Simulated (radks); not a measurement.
Neutral lithium inside a hard spherical wall (all orbitals vanish at R), configuration held at [He] 2s1 and not refilled when levels cross. Method: non-relativistic Kohn-Sham, LDA (Slater exchange, VWN5 correlation), spin-unpolarised, spherical densities, point nucleus; without spin polarisation the odd electron is poorly described; computed with a radial shooting solver on a logarithmic mesh with Libxc functionals. Eigenvalues in eV, with the zero of energy where the potential of the charges vanishes at infinity; a dash marks a level that is unbound or too diffuse for the functional's potential to be trusted. A positive occupied level is held by the wall or, in an anion where self-interaction has pushed it up, behind a barrier. The pressure on the wall is -dE/dV.

\begin{tabular}{lrrrrrrr}
R (bohr) & E (hartree) & kinetic (hartree) & e(1s) & e(2s) & e(2p, empty) & e(3s, empty) & pressure (GPa) \\ \hline
free & -7.33520 & 7.237 & -51.118 & -2.872 & -1.125 & -0.059 & 0 \\
20 & -7.33519 & 7.237 & -51.118 & -2.872 & -1.125 & 0.087 & < 0.0001 \\
15 & -7.33517 & 7.238 & -51.113 & -2.869 & -1.113 & 0.440 & 0.000203 \\
12 & -7.33489 & 7.240 & -51.067 & -2.841 & -1.046 & 1.175 & 0.00426 \\
8 & -7.32682 & 7.281 & -50.450 & -2.381 & -0.326 & 5.298 & 0.245 \\
7 & -7.31660 & 7.320 & -49.963 & -1.925 & 0.273 & 8.164 & 0.708 \\
5 & -7.24062 & 7.539 & -47.920 & 0.865 & 3.329 & 21.974 & 7.51 \\
3.5 & -6.96274 & 8.167 & -44.190 & 9.771 & 11.026 & 56.598 & 71.7 \\
2.5 & -6.19480 & 9.683 & -38.403 & 32.724 & 27.093 & 129.85 & 540 \\
\end{tabular}
